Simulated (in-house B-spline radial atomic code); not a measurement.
Values are calculated unless marked as measured or tabulated.
# Two electrons in InAs: a spherical dot of radius 43.6 nm with hard walls with an ionised donor at its centre

For InAs the NSM archive of the Ioffe Institute lists m* = 0.023 m0 and ε = 15.15. Real donors also feel a central-cell potential, which shifts the ground state. In so narrow a gap the band flattens within tens of meV, so real spacings are smaller, by up to some tenths.

Effective-mass model with parabolic bands, a uniform dielectric constant, no image charges, no central-cell or spin-orbit terms. Two-electron levels come from full CI in B-splines with partial waves to l = 5 (up to 0.001 effective hartree above the limit).

What are the effective units, and what is the potential in them?

Ha* = 27211.386 meV × 0.023/15.15² = 2.727 meV and a* = 0.0529177 nm × 15.15/0.023 = 34.86 nm. The radius is R = 1.25 a*, with −1/r added.

In these units the lowest s and p orbitals lie at 1.0811 and 4.9587, and their Coulomb and exchange integrals are J_ss = 1.5592, J_sp = 1.3478 and K_sp = 0.2795. Full CI gives 3.6530 for the ground singlet, 7.0930 for the sp triplet, 7.6013 for the sp singlet and 12.3849 for the lowest triplet of two s orbitals.

What does it cost to add the second electron, to first order and exactly?

To first order E = 2ε_s + J_ss = 3.7214, so the charging energy E(2) − 2E(1) is J_ss = 4.252 meV. CI gives 3.6530 − 2 × (1.0811) = 1.4908, or 4.065 meV: relaxation and correlation lower it by 0.1866 meV, 4.4 % of J_ss. The s² configuration of one-electron orbitals holds 99.3 % of the state, and the mean radius is 20.6 nm.

How far above the singlet do the triplets lie?

To first order the sp triplet lies at ε_s + ε_p + J_sp − K_sp = 7.1081, which is 9.235 meV above 2ε_s + J_ss. CI gives 7.0930 − (3.6530) = 3.4400, or 9.38 meV, 89 % of the orbital spacing of 10.57 meV. The ss triplet lies 23.81 meV up, so the lower of the two is the sp one, and its gap equals k_BT at 109 K. The sp singlet-triplet splitting is 1.386 meV, against 2K_sp = 1.524 meV.
